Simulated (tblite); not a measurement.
Record of a relaxation.

Species: C6H10FN.
Numbering: `[H]/[N:5]=[CH:4]\[CH2:3][C:2](=[CH2:1])[C@H:6]([CH3:7])[F:8]` (hydrogens: H9, H10 on C1; H11, H12 on C3; H13 on C4; H14 on N5; H15 on C6; H16, H17, H18 on C7)

Computed with GFN2-xTB (tblite), gas phase: L-BFGS steps from a force-field or distance-geometry start until the largest atomic force falls under 0.01 eV/Å. 4 of its 77 geometries are shown.

Step 0: E = -694.5274 eV, largest atomic force 2.721 eV/Å
```
atom  x, y, z in Å  |  force x, y, z in eV/Å
C1     -0.279   -2.164   -0.116   -0.345   1.121  -0.230
C2     -0.168   -0.892   -0.571    0.213  -2.632   0.655
C3      1.157   -0.489   -1.125    0.794  -0.686   0.124
C4      1.729    0.656   -0.367    0.073   1.015  -0.124
N5      1.701    1.860   -0.739    0.110   0.158  -0.108
C6     -1.344    0.011   -0.463   -0.053   0.005  -0.635
C7     -1.119    1.240    0.365   -1.035   1.098   1.586
F8     -2.346   -0.726    0.138   -0.526   0.205  -0.222
H9     -1.217   -2.524    0.312    0.590   0.029  -0.213
H10     0.549   -2.852   -0.170   -0.156   0.030   0.053
H11     1.118   -0.256   -2.197   -0.103  -0.021   0.143
H12     1.849   -1.350   -0.936   -0.477   0.521  -0.541
H13     2.205    0.410    0.612   -0.388   0.394  -0.772
H14     1.253    2.102   -1.658    0.450  -0.667   0.958
H15    -1.710    0.315   -1.470   -0.042  -0.314   0.313
H16    -2.054    1.361    1.002    0.944   0.027  -0.707
H17    -1.040    2.144   -0.251    0.261  -0.324   0.329
H18    -0.292    1.161    1.093   -0.311   0.041  -0.608
```

Step 25: E = -694.9489 eV, largest atomic force 0.376 eV/Å
```
atom  x, y, z in Å  |  force x, y, z in eV/Å
C1     -0.222   -2.178    0.039   -0.079  -0.161  -0.106
C2     -0.175   -0.972   -0.503    0.146  -0.284   0.198
C3      1.054   -0.418   -1.161    0.008   0.153  -0.059
C4      1.696    0.709   -0.389    0.147   0.077  -0.118
N5      1.891    1.883   -0.782   -0.060  -0.132   0.139
C6     -1.357   -0.042   -0.493    0.212   0.142   0.227
C7     -1.142    1.164    0.431    0.043   0.122   0.015
F8     -2.499   -0.702   -0.094   -0.078  -0.157   0.087
H9     -1.141   -2.547    0.459   -0.001  -0.019   0.116
H10     0.605   -2.875    0.029   -0.046   0.234  -0.001
H11     0.776   -0.048   -2.150    0.052   0.043  -0.137
H12     1.790   -1.215   -1.281    0.024  -0.011   0.052
H13     2.070    0.474    0.603   -0.049  -0.104  -0.003
H14     1.532    2.085   -1.713    0.033   0.053  -0.117
H15    -1.572    0.294   -1.509   -0.054   0.108  -0.229
H16    -2.109    1.415    0.859   -0.012   0.137   0.037
H17    -0.764    2.015   -0.133   -0.076  -0.063   0.095
H18    -0.442    0.965    1.248   -0.210  -0.139  -0.195
```

Step 51: E = -695.0448 eV, largest atomic force 0.072 eV/Å
```
atom  x, y, z in Å  |  force x, y, z in eV/Å
C1     -0.103   -2.053    0.157   -0.019  -0.046  -0.036
C2     -0.184   -0.923   -0.527    0.013   0.046   0.025
C3      0.977   -0.363   -1.305    0.012   0.013   0.023
C4      1.728    0.659   -0.488    0.010   0.006   0.011
N5      2.142    1.789   -0.828    0.005  -0.002  -0.012
C6     -1.415   -0.050   -0.502   -0.004   0.007   0.016
C7     -1.290    1.081    0.515    0.016   0.027   0.015
F8     -2.531   -0.805   -0.189    0.004  -0.038   0.033
H9     -0.928   -2.428    0.740    0.013   0.047  -0.053
H10     0.784   -2.664    0.132   -0.022   0.031   0.029
H11     0.650    0.078   -2.251   -0.013   0.005   0.014
H12     1.677   -1.174   -1.523    0.031  -0.009  -0.023
H13     1.941    0.359    0.535   -0.001  -0.021  -0.007
H14     1.945    2.068   -1.789   -0.029  -0.037  -0.014
H15    -1.619    0.365   -1.499    0.007  -0.030  -0.032
H16    -2.245    1.592    0.610    0.016  -0.009  -0.001
H17    -0.537    1.790    0.183    0.007   0.020   0.029
H18    -1.000    0.686    1.486   -0.046  -0.010  -0.019
```

Step 76: E = -695.0517 eV, largest atomic force 0.008 eV/Å
```
atom  x, y, z in Å  |  force x, y, z in eV/Å
C1     -0.096   -2.044    0.158   -0.001  -0.003   0.004
C2     -0.174   -0.908   -0.516    0.001  -0.004  -0.007
C3      0.978   -0.348   -1.304    0.005   0.003  -0.002
C4      1.761    0.657   -0.498    0.000   0.007   0.001
N5      2.181    1.779   -0.856    0.000   0.002   0.001
C6     -1.418   -0.054   -0.493    0.001   0.000   0.002
C7     -1.318    1.077    0.525    0.004   0.002   0.004
F8     -2.519   -0.830   -0.176   -0.005   0.005   0.003
H9     -0.929   -2.414    0.730   -0.002  -0.004   0.002
H10     0.792   -2.652    0.147    0.002   0.005   0.000
H11     0.631    0.113   -2.234    0.000  -0.006  -0.001
H12     1.666   -1.161   -1.555   -0.002  -0.002  -0.002
H13     1.996    0.351    0.518   -0.001  -0.007   0.001
H14     1.956    2.046   -1.815   -0.007   0.003   0.000
H15    -1.627    0.349   -1.495    0.005   0.001  -0.001
H16    -2.251    1.635    0.547    0.006   0.000  -0.006
H17    -0.504    1.748    0.263   -0.003   0.001   0.001
H18    -1.134    0.663    1.514   -0.004  -0.004  -0.001
```

Task: Summarise the path.

Result: The energy falls by 12.09 kcal/mol from step 0 to step 76; nine tenths of that is first reached at step 32. It falls at every step. The largest force goes from 2.721 to 0.008 eV/Å. Among the bonds C7–H16 changes most, from 1.137 to 1.087 Å; the atoms move by 0.514 Å rms after alignment.

Task: Follow the three bonds and two angles with the largest change from start to end.

Result: 
| step | E above end (kcal/mol) | largest force (eV/Å) | C7–H16 (Å) | C1=C2 (Å) | N5–H14 (Å) | C3–C2–C6 (°) | C1–C2–C3 (°) |
| --- | --- | --- | --- | --- | --- | --- | --- |
| 0 | 12.09 | 2.721 | 1.137 | 1.355 | 1.051 | 124.4 | 116.8 |
| 3 | 6.57 | 0.380 | 1.080 | 1.326 | 1.022 | 122.3 | 118.6 |
| 7 | 5.00 | 0.258 | 1.090 | 1.325 | 1.017 | 120.8 | 119.2 |
| 10 | 4.39 | 0.303 | 1.088 | 1.325 | 1.022 | 118.7 | 120.4 |
| 13 | 3.60 | 0.178 | 1.088 | 1.323 | 1.022 | 116.0 | 121.9 |
| 17 | 3.29 | 0.113 | 1.088 | 1.325 | 1.020 | 115.1 | 122.5 |
| 20 | 3.13 | 0.146 | 1.087 | 1.323 | 1.022 | 114.5 | 123.1 |
| 23 | 2.86 | 0.269 | 1.086 | 1.321 | 1.020 | 114.5 | 123.1 |
| 26 | 2.09 | 0.333 | 1.086 | 1.324 | 1.019 | 115.0 | 123.0 |
| 30 | 1.38 | 0.298 | 1.092 | 1.326 | 1.026 | 113.9 | 124.7 |
| 33 | 1.06 | 0.145 | 1.087 | 1.324 | 1.020 | 114.6 | 124.1 |
| 36 | 0.79 | 0.150 | 1.086 | 1.322 | 1.021 | 114.9 | 123.8 |
| 40 | 0.56 | 0.099 | 1.088 | 1.324 | 1.020 | 114.8 | 123.6 |
| 43 | 0.44 | 0.102 | 1.086 | 1.322 | 1.019 | 115.0 | 123.1 |
| 46 | 0.31 | 0.107 | 1.087 | 1.323 | 1.020 | 115.5 | 122.4 |
| 50 | 0.18 | 0.074 | 1.088 | 1.324 | 1.020 | 115.2 | 122.4 |
| 53 | 0.11 | 0.086 | 1.088 | 1.323 | 1.020 | 115.1 | 122.5 |
| 56 | 0.05 | 0.062 | 1.088 | 1.323 | 1.020 | 115.5 | 122.2 |
| 59 | 0.03 | 0.039 | 1.088 | 1.323 | 1.021 | 115.4 | 122.5 |
| 63 | 0.02 | 0.031 | 1.088 | 1.323 | 1.020 | 115.3 | 122.6 |
| 66 | 0.01 | 0.016 | 1.087 | 1.323 | 1.020 | 115.3 | 122.7 |
| 69 | 0.01 | 0.018 | 1.087 | 1.323 | 1.021 | 115.3 | 122.8 |
| 73 | 0.00 | 0.013 | 1.087 | 1.323 | 1.020 | 115.4 | 122.8 |
| 76 | 0.00 | 0.008 | 1.087 | 1.323 | 1.020 | 115.4 | 122.8 |

What follows is the cost of the whole relaxation. On one thread of an Intel Xeon at 2.50 GHz, shared host with 64 logical CPUs at a one-minute load of 14, this took 1.4 s of wall time.
